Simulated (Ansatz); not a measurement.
A search over several starts for the lowest SCF solution of the cluster B2F4⁻ at the given spin, in a small basis.

```yaml
crystal:
  periodic: [false, false, false]
  atoms:
    - {symbol: B, position_ang: [-0.779244, -0.322956, 0.182982]}
    - {symbol: B, position_ang: [0.779415, 0.322646, -0.182773]}
    - {symbol: F, position_ang: [-1.127433, -0.625865, 1.416242]}
    - {symbol: F, position_ang: [1.857602, -0.071785, 0.462108]}
    - {symbol: F, position_ang: [-1.674968, -0.534883, -0.758672]}
    - {symbol: F, position_ang: [0.944619, 1.232843, -1.119887]}
basis:
  gaussian: {orbitals: def2-SVP}
total_charge: -1
magnetization: {spin_polarized: true, initial_magnetization: 1}
hamiltonian: {xc: pbe0, dispersion: d4}
output: {orbitals: {seedname: orbitals}}
```

```sh
$ ansatz run in.yaml --threads 4 --pin off --events-out ev --progress --plain --max-ram 3916MiB
```

Output, abridged:

```
Functional definition: PBE0
792 factors; integrals over basis functions are off by at most 8.0e-4 eV
mean field evaluation 1: about -12203.5737 eV, gradient 7.9e0 eV
mean field evaluation 2: about -12203.8421 eV, gradient 4.2e0 eV
mean field evaluation 4: about -12203.9090 eV, gradient 4.8e-1 eV
mean field evaluation 8: about -12204.1032 eV, gradient 4.7e-3 eV
mean field evaluation 16: about -12204.1032 eV, gradient 1.1e-5 eV
mean field -12204.10319134 eV, -448.4925200434 hartree, gradient 1.1e-5 eV, S^2 0.751942; 0 other end points of the search recorded, 0 dependent functions left out
reference -12204.10321579 eV, -448.4925209419 hartree; 24, 23 occupied and 60, 61 virtual orbitals, 792 factors
Total energy: -12204.19156242 eV, -448.4957676208 hartree
```

Hardware: 4 threads of Arm Neoverse V1 on a shared host. Wall time 1.1 s.

The highest occupied level of the charge -1 doublet lies above zero (up to 2.83 eV). Energy differences put its binding near zero (0.00 eV; vertical, against the charge 0 singlet, at PBE0-D4/def2-TZVPD), which leaves it undecided. The structure comes from a short search, and lower isomers may exist.
